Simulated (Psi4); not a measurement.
CH₃BBr₂O, singlet, geometry from GFN2-xTB; B3LYP/cc-pVDZ run with Psi4.

The Psi4 input:
```
memory 2 GB

molecule mol {
0 1
  B    -0.090765   -0.271351   -0.268725
  Br   -0.377839   -1.094344    1.403351
  Br    0.521026    1.531412   -0.335769
  O    -0.333587   -1.002110   -1.332211
  C    -0.218058   -0.680631   -2.700907
  H     0.487567   -1.378593   -3.152712
  H    -1.198824   -0.806591   -3.160707
  H     0.130580    0.345216   -2.845214
}

set basis cc-pvdz
set reference rks

energy('b3lyp')
print_variables()
```

Output, abridged:

```
   => Loading Basis Set <=

    Name: CC-PVDZ
    Role: ORBITAL
    Keyword: BASIS

         ---------------------------------------------------------
                                   SCF
               by Justin Turney, Rob Parrish, Andy Simmonett
                          and Daniel G. A. Smith
                              RKS Reference
         ---------------------------------------------------------

  ==> Geometry <==

    Molecular point group: c1
    Full point group: C1

    Geometry (in Angstrom), charge = 0, multiplicity = 1:

       Center              X                  Y                   Z               Mass
    ------------   -----------------  -----------------  -----------------  -----------------
         B           -0.099587022670    -0.298642969317    -0.360504921978    11.009305360000
         BR          -0.386661022670    -1.121635969317     1.311571078022    78.918337600000
         BR           0.512203977330     1.504120030683    -0.427548921978    78.918337600000
         O           -0.342409022670    -1.029401969317    -1.423990921978    15.994914619570
         C           -0.226880022670    -0.707922969317    -2.792686921978    12.000000000000
         H            0.478744977330    -1.405884969317    -3.244491921978     1.007825032230
         H           -1.207646022670    -0.833882969317    -3.252486921978     1.007825032230
         H            0.121757977330     0.317924030683    -2.936993921978     1.007825032230

  Running in c1 symmetry.

  Rotational constants: A =      0.08209  B =      0.03786  C =      0.02604 [cm^-1]
  Rotational constants: A =   2460.86996  B =   1135.11908  C =    780.63935 [MHz]
  Nuclear repulsion =  548.959986735249345

  Charge       = 0
  Multiplicity = 1
  Electrons    = 92
  Nalpha       = 46
  Nbeta        = 46

  ==> Algorithm <==

  SCF Algorithm Type is DF.
  DIIS enabled.
  MOM disabled.
  Fractional occupation disabled.
  Guess Type is SAD.
  Energy threshold   = 1.00e-06
  Density threshold  = 1.00e-06
  Integral threshold = 1.00e-12

  ==> Primary Basis <==

  Basis Set: CC-PVDZ
    Blend: CC-PVDZ
    Number of shells: 49
    Number of basis functions: 111
    Number of Cartesian functions: 118
    Spherical Harmonics?: true
    Max angular momentum: 2

  ==> DFT Potential <==

   => LibXC <=

    Version 7.1.2
    S. Lehtola, C. Steigemann, M. J. T. Oliveira, and M. A. L. Marques,  SoftwareX 7, 1–5 (2018) (10.1016/j.softx.2017.11.002)

   => Composite Functional: B3LYP <=

    B3LYP Hyb-GGA Exchange-Correlation Functional

    P. J. Stephens, F. J. Devlin, C. F. Chabalowski, and M. J. Frisch,  J. Phys. Chem. 98, 11623 (1994) (10.1021/j100096a001)

    Deriv               =              1
    GGA                 =           TRUE
    Meta                =          FALSE

    Exchange Hybrid     =           TRUE
    MP2 Hybrid          =          FALSE

   => Exchange Functionals <=

    0.0800   Slater exchange
    0.7200         Becke 88

   => Exact (HF) Exchange <=

    0.2000               HF

   => Correlation Functionals <=

    0.1900   Vosko, Wilk & Nusair (VWN5_RPA)
    0.8100   Lee, Yang & Parr

   => LibXC Density Thresholds  <==

    XC_HYB_GGA_XC_B3LYP:  1.00E-15

   => Molecular Quadrature <=

    Radial Scheme          =       TREUTLER
    Pruning Scheme         =           NONE
    Nuclear Scheme         =       TREUTLER

    Blocking Scheme        =         OCTREE
    BS radius alpha        =              1
    Pruning alpha          =              1
    Radial Points          =             75
    Spherical Points       =            302
    Total Points           =         169786
    Total Blocks           =           1348
    Max Points             =            256
    Max Functions          =            111
    Weights Tolerance      =       1.00E-15

   => Loading Basis Set <=

    Name: (CC-PVDZ AUX)
    Role: JKFIT
    Keyword: DF_BASIS_SCF

  ==> Integral Setup <==

  SCF_SUBTYPE=INCORE selected. In-core MEM_DF algorithm will be used.
  Using in-core AOs.

  ==> MemDFJK: Density-Fitted J/K Matrices <==

    J tasked:                   Yes
    K tasked:                   Yes
    wK tasked:                   No
    Algorithm:                 Core
    Schwarz Cutoff:           1E-12
    Mask sparsity (%):       0.8928
    Fitting Condition:        1E-10

   => Auxiliary Basis Set <=

  Basis Set: (CC-PVDZ AUX)
    Blend: CC-PVDZ-JKFIT
    Number of shells: 193
    Number of basis functions: 621
    Number of Cartesian functions: 736
    Spherical Harmonics?: true
    Max angular momentum: 3

  Minimum eigenvalue in the overlap matrix is 8.9340289802E-03.
  Reciprocal condition number of the overlap matrix is 1.7709134910E-03.
    Using symmetric orthogonalization.

  ==> Pre-Iterations <==

  SCF Guess: Superposition of Atomic Densities via on-the-fly atomic UHF (no occupation information).

   -------------------------
    Irrep   Nso     Nmo
   -------------------------
     A        111     111
   -------------------------
    Total     111     111
   -------------------------

  ==> Iterations <==

                           Total Energy        Delta E     RMS |[F,P]|

   @DF-RKS iter SAD: -5285.19599393563749   -5.28520e+03   0.00000e+00
   @DF-RKS iter   1: -5287.76547227104948   -2.56948e+00   9.03720e-03 DIIS/ADIIS
   @DF-RKS iter   2: -5287.73916256919529    2.63097e-02   9.06622e-03 DIIS/ADIIS
   @DF-RKS iter   3: -5288.10335198189296   -3.64189e-01   3.11862e-03 DIIS/ADIIS
   @DF-RKS iter   4: -5288.14907389000200   -4.57219e-02   3.91325e-04 DIIS/ADIIS
   @DF-RKS iter   5: -5288.14969738961918   -6.23500e-04   1.76467e-04 DIIS/ADIIS
   @DF-RKS iter   6: -5288.14988034607813   -1.82956e-04   3.34119e-05 DIIS
   @DF-RKS iter   7: -5288.14988805299072   -7.70691e-06   1.11584e-05 DIIS
   @DF-RKS iter   8: -5288.14988891782286   -8.64832e-07   1.96746e-06 DIIS
   @DF-RKS iter   9: -5288.14988894470298   -2.68801e-08   2.42112e-07 DIIS
  Energy and wave function converged.

  ==> Post-Iterations <==

   Electrons on quadrature grid:
      Ntotal   =   92.0000121543 ; deviation = 1.215e-05

    Orbital Energies [Eh]
    ---------------------

    Doubly Occupied:

[...]
      46A     -0.280952

    Virtual:

[...]
    Final Occupation by Irrep:
              A
    DOCC [    46 ]
    NA   [    46 ]
    NB   [    46 ]

  @DF-RKS Final Energy: -5288.14988894470298

   => Energetics <=

    Nuclear Repulsion Energy =            548.9599867352493447
    One-Electron Energy =               -8448.5209415283570706
    Two-Electron Energy =                2773.8603761478684646
    DFT Exchange-Correlation Energy =    -162.4493102994627236
    Empirical Dispersion Energy =           0.0000000000000000
    VV10 Nonlocal Energy =                  0.0000000000000000
    Total Energy =                      -5288.1498889447020701

Computation Completed

Properties will be evaluated at   0.000000,   0.000000,   0.000000 [a0]

Properties computed using the SCF density matrix

 Multipole Moments:

 ------------------------------------------------------------------------------------
     Multipole            Electronic (a.u.)      Nuclear  (a.u.)        Total (a.u.)
 ------------------------------------------------------------------------------------

 L = 1.  Multiply by 2.5417464519 to convert [e a0] to [Debye]
 Dipole X            :          1.5200220           -1.5337529           -0.0137309
 Dipole Y            :          4.6901550           -4.7448570           -0.0547020
 Dipole Z            :         14.9388276          -15.9564143           -1.0175867
 Magnitude           :                                                    1.0191484

 ------------------------------------------------------------------------------------

  Variable Map:
  ----------------------------------------------------------------------------
[...]
  Array Variable Map:
  ----------------------------------------------------------------------------
[...]
[...]
```
